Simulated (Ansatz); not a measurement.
System: CH₁₁N₃Si₂ (charge 0, singlet). 
Geometry from a B3LYP-D3(BJ)/def2-TZVP (Ansatz, a quantum-chemistry and plane-wave program) optimisation:
```xyz
17

C      2.0275    -0.7213     1.6490
Si     1.6121     0.1763     0.0427
Si    -0.7076     0.1105    -0.3321
N     -1.3641     1.1407     0.8889
N     -0.9631     0.4035    -2.0105
N     -1.5277    -1.3796    -0.0508
H      3.0982    -0.6990     1.8579
H      1.5039    -0.2585     2.4874
H      1.7131    -1.7653     1.5937
H      2.0938     1.5856     0.1383
H      2.3615    -0.4473    -1.0825
H     -0.9299     2.0267     1.0951
H     -2.3611     1.1781     1.0450
H     -0.3451     1.0029    -2.5331
H     -1.8908     0.3918    -2.4081
H     -1.4437    -2.1299    -0.7176
H     -1.6445    -1.7241     0.8886
```
Charge 0, spin multiplicity 1.

Dipole moments at this geometry, in debye (magnitudes).

```tsv
level	program	dipole (D)
SVWN5/def2-TZVPD	Ansatz	1.20
revPBE/def2-TZVPD	Ansatz	1.21
r2SCAN/def2-TZVPD	Ansatz	1.21
B97M-V/def2-TZVPD	Ansatz	1.28
B3LYP/def2-TZVPD	Ansatz	1.14
PBE0/def2-TZVPD	Ansatz	1.16
BHLYP/def2-TZVPD	Ansatz	1.10
r2SCANh/def2-TZVPD	Ansatz	1.19
CAM-B3LYP/def2-TZVPD	Ansatz	1.12
LC-wPBE/def2-TZVPD	Ansatz	1.14
wB97M-V/def2-TZVPD	Ansatz	1.18
wB97X-V/def2-TZVPD	Ansatz	[?]
CCSD(T)/aug-cc-pV(D+d)Z	Ansatz	[?]
```

Q: Fill in the missing entries.

A: 
- wB97X-V/def2-TZVPD, dipole (D): 1.13
- CCSD(T)/aug-cc-pV(D+d)Z, dipole (D): 1.13
